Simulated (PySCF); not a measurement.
# Worked example: oscillator strength and radiative lifetime

C₄H₁₀OSi, SMILES OC[C@H]1CC[SiH2]1.

The structure is a stationary point at PBE-D3(BJ)/def2-SVP. The structure was generated by enumeration; whether it is a known compound was not checked. The values are those of a single conformer.

PySCF with TDA-PBE/def2-SVPD puts the first singlet state with f over 0.02 at 6.59 eV (vertical), with the transition dipole (-0.112, -0.343, 0.196) in atomic units.

Task: Find the oscillator strength, the wavelength and the radiative lifetime that this transition would have in vacuum if emission retraced absorption.

Result: 
|μ|² = 0.1686 au, so |μ| = 1.04 D. ΔE = 6.59/27.211 = 0.2422 hartree. f = (2/3) ΔE |μ|² = 0.027 (the program prints 0.027).
λ = 1239.84/6.59 = 188 nm; ν = 53152 cm⁻¹.
Einstein's coefficient A = 0.6670 ν² f s⁻¹ (ν in cm⁻¹) = 5.1e7 s⁻¹, so τ = 1/A = 19 ns. This state is S5; the lower singlets have f = 0.020, 0.019, 0.018, 0.002. The figure is the radiative limit of this one transition; relaxation, internal conversion, crossing to triplets and a medium change what is measured.
